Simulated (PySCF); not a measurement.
# A bond scan of B2H3N

Calculated results; nothing here was measured. They come from PySCF 2.14.0, an open-source quantum chemistry program, on an isolated molecule that a program drew, which may never have been made. The molecule is B2H3N (charge 0, singlet), drawn as the SMILES string `BB=N`.

The structure below is the HF double-zeta minimum with every atom moved a little at random, so it isn't optimised. Bond B1-H5 is then set to each length in the table by shifting atom 5 along it, with nothing else relaxed.
```xyz
6
B2H3N, angstrom
B    -3.5844   -0.4347   -0.4702
B    -2.2396   -1.2926   -1.0733
N    -1.2913   -1.8934   -1.5414
H    -3.6431    0.7909   -0.5582
H    -4.4916   -1.0766    0.0037
H    -0.5184   -2.4458   -1.9090
```

E is the energy above the same method's energy at the HF double-zeta minimum. IE is the energy to remove one electron at fixed geometry, to the doublet state of charge +1, as a difference of total energies. The basis family is cc-pVnZ, with UHF for radicals and no spin-orbit coupling. Best is HF at quadruple zeta, plus MP2 correlation extrapolated from triple and quadruple zeta, plus CCSD(T) minus MP2 at triple zeta, with a frozen core. The other columns are at triple zeta.

| bond (Å) | E MP2 (kcal/mol) | E PBE (kcal/mol) | E CCSD(T) (kcal/mol) | E best (kcal/mol) | IE MP2 (eV) | IE PBE (eV) | IE CCSD(T) (eV) | IE best (eV) | T1 |
|---|---|---|---|---|---|---|---|---|---|
| 1.1462 | 2.51 | 2.39 | 2.49 | 2.37 | 11.255 | 10.749 | 11.030 | 11.173 | 0.016 |
| 1.1942 | 2.01 | 1.59 | 1.89 | 1.82 | 11.261 | 10.729 | 11.033 | 11.175 | 0.016 |
| 1.2082 | ? | ? | ? | ? | ? | ? | ? | ? | ? |
| 1.3382 | 7.15 | 5.64 | 6.60 | 6.66 | 11.280 | 10.647 | 11.039 | 11.181 | 0.016 |
| 1.3562 | 8.28 | 6.62 | 7.66 | 7.73 | 11.282 | 10.635 | 11.039 | 11.181 | 0.016 |
| 1.4192 | 12.79 | 10.58 | 11.91 | 12.03 | 11.290 | 10.587 | 11.038 | 11.179 | 0.016 |

T1 is the CCSD diagnostic of the starting molecule.

**Estimate the best E and IE at 1.2082 Å from the other rows.**

A least-squares cubic in the inverse of the bond length through the other values of E best gives 1.91 kcal/mol there. A least-squares quadratic in the bond length through IE best gives 11.177 eV. The calculation gives 1.91 kcal/mol and 11.176 eV, so the fits miss by 0.00 kcal/mol and 0.001 eV. The same recipe one zeta lower moves these two values by 0.12 kcal/mol and 0.04 eV, a gauge of their own error. The rest of the row: E is 2.12 (MP2), 1.60 (PBE), 1.96 (CCSD(T)); IE is 11.263 (MP2), 10.723 (PBE), 11.034 (CCSD(T)); T1 is 0.016.
